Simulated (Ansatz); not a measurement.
Phenanthrenequinone (C14H8O2), 24 atoms. Hardware: 4 threads of Arm Neoverse V2 on a shared host.

How many basis functions does each of these Ansatz runs have, and roughly what does it cost? B3LYP-D4/6-31G, charge 0 singlet, energy; PBE-D4/def2-SVP, charge -1 doublet, relaxation, 5 steps; PBE-D4/def2-TZVP, charge 0 singlet, energy, from earlier orbitals; PBE0-D4/def2-SVP, charge 0 triplet at the geometry of the charge 0 singlet, energy; r2SCAN-D4/def2-TZVP, charge 0 singlet, energy and forces, from earlier orbitals; PBE-D4/def2-SVP, charge 0 triplet at the geometry of the charge 0 singlet, energy, from earlier orbitals; PBE0-D4/def2-TZVP, charge 0 singlet, energy and forces, from earlier orbitals; PBE0-D4/def2-SVP, charge -1 doublet, energy, from earlier orbitals; PBE-D4/def2-SVP, charge 0 singlet, relaxation, 6 steps; PBE0-D4/def2-SVP, charge 1 doublet at the geometry of the charge 0 singlet, energy; PBE-D4/def2-SVP, charge -1 doublet, energy, from earlier orbitals; PBE-D4/def2-SVP, charge 0 singlet, energy, from earlier orbitals.

Other jobs shared the machine, so times can vary by a factor of up to 3. A dash marks memory too small to be measured apart from the calling script's.

```tsv
run	functions	fitting or Cholesky vectors	wall time	peak host memory (GiB)
B3LYP-D4/6-31G, charge 0 singlet, energy	160	2184	4.9 s	0.69
PBE-D4/def2-SVP, charge 0 singlet, energy, from earlier orbitals	264	2962	6 s	–
PBE-D4/def2-SVP, charge -1 doublet, energy, from earlier orbitals	264	2962	11 s	0.62
PBE-D4/def2-SVP, charge 0 triplet at the geometry of the charge 0 singlet, energy, from earlier orbitals	264	2962	13 s	0.63
PBE-D4/def2-TZVP, charge 0 singlet, energy, from earlier orbitals	544	3174	16 s	1.7
PBE0-D4/def2-SVP, charge -1 doublet, energy, from earlier orbitals	264	2721	16 s	1.5
PBE0-D4/def2-SVP, charge 0 triplet at the geometry of the charge 0 singlet, energy	264	2717	25 s	1.6
PBE-D4/def2-SVP, charge 0 singlet, relaxation, 6 steps	264	2962	27 s	–
r2SCAN-D4/def2-TZVP, charge 0 singlet, energy and forces, from earlier orbitals	544	3174	32 s	1.8
PBE-D4/def2-SVP, charge -1 doublet, relaxation, 5 steps	264	2962	34 s	0.56
PBE0-D4/def2-SVP, charge 1 doublet at the geometry of the charge 0 singlet, energy	264	2717	41 s	1.6
PBE0-D4/def2-TZVP, charge 0 singlet, energy and forces, from earlier orbitals	544	3174	56 s	3.5
```
